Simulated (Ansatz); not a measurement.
`C[AsH][SiH3]`. Charge 0, multiplicity 1. All single points use the PBE0-D4/def2-TZVP geometry.

```xyz
10

C    -0.403    0.560   -1.476
As   -0.454    1.187    0.401
Si    0.744   -0.634    1.307
H    -1.101    1.162   -2.059
H    -0.662   -0.493   -1.573
H     0.603    0.724   -1.863
H    -1.794    0.548    0.752
H     2.172   -0.498    0.913
H     0.244   -1.945    0.808
H     0.652   -0.610    2.790
```

What is the dipole moment at PBE/def2-TZVPP? (Estimate.)

Computed: 0.96 D, with components (-0.23, -0.28, -0.89) D in this frame, pointing from negative to positive charge.

And with r2SCAN, B3LYP, ωB97M-V? (Estimate.)

Ansatz gave: r2SCAN 1.01 D, B3LYP 0.90 D, ωB97M-V 0.89 D.

Give the Mulliken charges with PBE, B3LYP, r2SCAN in def2-TZVPP. (Estimate.)

The calculation gave: 
```json
{"atom": "C1", "PBE": "-0.39", "B3LYP": "-0.40", "r2SCAN": "-0.29"}
{"atom": "As2", "PBE": "0.07", "B3LYP": "0.07", "r2SCAN": "0.05"}
{"atom": "Si3", "PBE": "0.10", "B3LYP": "0.17", "r2SCAN": "0.17"}
{"atom": "H4", "PBE": "0.13", "B3LYP": "0.12", "r2SCAN": "0.09"}
{"atom": "H5", "PBE": "0.13", "B3LYP": "0.13", "r2SCAN": "0.09"}
{"atom": "H6", "PBE": "0.13", "B3LYP": "0.13", "r2SCAN": "0.10"}
{"atom": "H7", "PBE": "-0.02", "B3LYP": "-0.03", "r2SCAN": "-0.03"}
{"atom": "H8", "PBE": "-0.04", "B3LYP": "-0.06", "r2SCAN": "-0.06"}
{"atom": "H9", "PBE": "-0.05", "B3LYP": "-0.06", "r2SCAN": "-0.07"}
{"atom": "H10", "PBE": "-0.04", "B3LYP": "-0.06", "r2SCAN": "-0.06"}
```

B3LYP here is the variant with VWN-RPA as its local correlation; programs differ in this.
